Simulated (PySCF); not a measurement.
Ge(CF3)3(Cl), C₃ClF₉Ge, SMILES F[C]([Ge]([Cl])([C](F)(F)F)[C](F)(F)F)(F)F (PBE0/def2-SVP optimised geometry):

```
14

F     -0.757     1.721    -1.206
C     -0.938     1.176     0.000
F     -2.236     1.220     0.285
F     -0.288     1.920     0.894
Ge    -0.251    -0.702     0.000
Cl    -0.937    -1.695     1.759
C     -0.938    -1.677    -1.605
F     -2.244    -1.465    -1.763
F     -0.311    -1.243    -2.701
F     -0.738    -2.988    -1.504
C      1.750    -0.702     0.000
F      2.205     0.136    -0.935
F      2.236    -0.317     1.176
F      2.221    -1.920    -0.268
```

Calculation: PySCF 2.14.0 with PBE0/def2-TZVP.

**Question.** What are the frontier orbital energies and the dipole moment?

**Answer.** HOMO-2 -10.74 eV, HOMO-1 -9.62 eV, HOMO -9.61 eV, LUMO -1.11 eV, LUMO+1 0.04 eV; dipole moment 0.20 D.

On the same geometry PBE/def2-TZVP in PySCF 2.14.0 gives HOMO-2 -9.07 eV, HOMO-1 -8.06 eV, HOMO -8.06 eV, LUMO -1.99 eV, LUMO+1 -0.95 eV; dipole moment 0.05 D.

Meta-Löwdin charges at PBE0/def2-TZVP: F1 -0.26, C2 0.61, F3 -0.25, F4 -0.26, Ge5 0.74, Cl6 -0.25, C7 0.61, F8 -0.26, F9 -0.26, F10 -0.25, C11 0.61, F12 -0.26, F13 -0.25, F14 -0.26.
